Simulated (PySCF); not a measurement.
C₂H₁₃NO₂Si₃.
SMILES with atom numbers: `[CH3:1][O:2][SiH:3]([O:4][CH3:5])[N:6]([SiH3:7])[SiH3:8]` (hydrogens: H9, H10, H11 on C1; H12 on Si3; H13, H14, H15 on C5; H16, H17, H18 on Si7; H19, H20, H21 on Si8)

Computed by this run: PySCF 2.14.0, PBE0-D3(BJ)/def2-SVP geometry optimisation, gas phase; density fitting, grid level 1; the optimiser is geomeTRIC in internal coordinates, started from a GFN2-xTB structure with every atom displaced at random (about 0.01 Å).

Step 3: E = -31474.5244 eV
```
atom  x, y, z in Å  |  force x, y, z in eV/Å
C1     -1.3028   -2.6636   -0.4794   -0.051  -0.027   0.008
O2     -1.6230   -1.3608   -0.0764   -0.017  -0.051   0.008
Si3    -0.8229   -0.0077   -0.5646    0.047  -0.020  -0.057
O4     -1.7258    1.2147    0.0608   -0.057   0.039   0.023
C5     -1.3146    2.5416    0.2168    0.016   0.043   0.006
N6      0.8027   -0.0078    0.0703   -0.013   0.070   0.028
Si7     2.0977    0.6135   -0.9388    0.004  -0.043  -0.020
Si8     1.0341   -0.5052    1.7440    0.002  -0.022  -0.017
H9     -1.5714   -2.8436   -1.5353   -0.011   0.007  -0.008
H10    -0.2295   -2.8868   -0.3567    0.065  -0.005   0.013
H11    -1.8684   -3.3742    0.1428    0.002   0.020  -0.014
H12    -0.7097    0.0829   -2.0502   -0.005   0.002   0.016
H13    -1.2753    3.0766   -0.7494   -0.007  -0.001   0.002
H14    -0.3173    2.6151    0.6864    0.007  -0.003   0.012
H15    -2.0358    3.0624    0.8647    0.005  -0.004  -0.006
H16     2.3522   -0.2757   -2.1135    0.009   0.002  -0.001
H17     1.7519    1.9706   -1.4683    0.003  -0.008  -0.001
H18     3.3413    0.7124   -0.1206   -0.009   0.004  -0.003
H19     0.1696    0.2972    2.6609   -0.007  -0.014  -0.009
H20     2.4671   -0.2853    2.0964    0.006   0.011   0.014
H21     0.7099   -1.9509    1.9333    0.009   0.001   0.005
```

Step 4: E = -31474.5272 eV
```
atom  x, y, z in Å  |  force x, y, z in eV/Å
C1     -1.2888   -2.6560   -0.4988   -0.058  -0.064   0.006
O2     -1.6259   -1.3609   -0.0867   -0.012  -0.038   0.006
Si3    -0.8327    0.0004   -0.5653    0.032  -0.063  -0.112
O4     -1.7449    1.2139    0.0623   -0.033   0.082   0.042
C5     -1.3105    2.5290    0.2566    0.002   0.072  -0.004
N6      0.7918    0.0097    0.0681    0.017   0.059   0.050
Si7     2.0949    0.5777   -0.9628   -0.010  -0.048   0.005
Si8     1.0220   -0.4656    1.7490    0.003  -0.022  -0.045
H9     -1.5417   -2.8292   -1.5600   -0.013   0.014  -0.005
H10    -0.2154   -2.8711   -0.3647    0.076  -0.002   0.015
H11    -1.8549   -3.3792    0.1084    0.000   0.028  -0.015
H12    -0.7171    0.0959   -2.0509   -0.010   0.000   0.024
H13    -1.2243    3.0804   -0.6976   -0.014  -0.009   0.005
H14    -0.3287    2.5725    0.7613    0.001  -0.006   0.015
H15    -2.0431    3.0552    0.8870    0.005  -0.008   0.000
H16     2.3454   -0.3614   -2.0989    0.006   0.008  -0.008
H17     1.7612    1.9161   -1.5434    0.007  -0.006  -0.007
H18     3.3379    0.6941   -0.1457   -0.011   0.008  -0.003
H19     0.1243    0.3245    2.6440   -0.006  -0.017  -0.003
H20     2.4448   -0.2026    2.1120    0.007   0.013   0.019
H21     0.7357   -1.9179    1.9493    0.008   0.002   0.013
```

Question: Estimate the geometry and energy of step 5. (The exact step hangs on the optimiser's Hessian estimate; all steps are aligned on step 4, rigid shifts and turns removed.)

Answer: E = -31474.5303 eV, largest force 0.105 eV/Å
```
atom  x, y, z in Å  |  force x, y, z in eV/Å
C1     -1.2699   -2.6460   -0.5202   -0.036  -0.065  -0.001
O2     -1.6276   -1.3587   -0.1009    0.005  -0.004   0.003
Si3    -0.8433    0.0131   -0.5694   -0.019  -0.058  -0.085
O4     -1.7632    1.2196    0.0648    0.033   0.082   0.033
C5     -1.3087    2.5219    0.3060   -0.027   0.053  -0.012
N6      0.7805    0.0318    0.0640    0.027   0.034   0.046
Si7     2.0931    0.5269   -0.9922   -0.008  -0.039   0.028
Si8     1.0084   -0.4220    1.7515    0.001  -0.017  -0.054
H9     -1.5006   -2.8099   -1.5881   -0.006   0.010  -0.001
H10    -0.1962   -2.8524   -0.3668    0.043   0.003   0.011
H11    -1.8412   -3.3807    0.0674    0.000   0.020  -0.008
H12    -0.7293    0.1147   -2.0543   -0.007  -0.002   0.019
H13    -1.1774    3.0934   -0.6312   -0.013  -0.011   0.005
H14    -0.3454    2.5332    0.8464   -0.004  -0.005   0.009
H15    -2.0540    3.0482    0.9210    0.003  -0.008   0.006
H16     2.3385   -0.4731   -2.0765    0.002   0.007  -0.011
H17     1.7776    1.8374   -1.6407    0.006  -0.004  -0.010
H18     3.3346    0.6677   -0.1768   -0.006   0.009  -0.001
H19     0.0572    0.3343    2.6191   -0.006  -0.018   0.001
H20     2.4108   -0.0897    2.1373    0.004   0.012   0.014
H21     0.7862   -1.8843    1.9629    0.010   0.000   0.012
```

The energy changes by -0.0032 eV. The first-order estimate −F·Δx gives -0.0055 eV and the mean of the old and new forces, exact on a quadratic surface, -0.0040 eV. The step makes an angle of 86° with the force vector and moves no atom by more than 0.126 Å.

What follows is the cost of the whole optimisation. The run took 8.8 min on an Intel Xeon at 2.70 GHz with one thread, no GPU, shared host with 64 logical CPUs at a one-minute load of 61, and the process peaked at 0.86 GiB of memory.
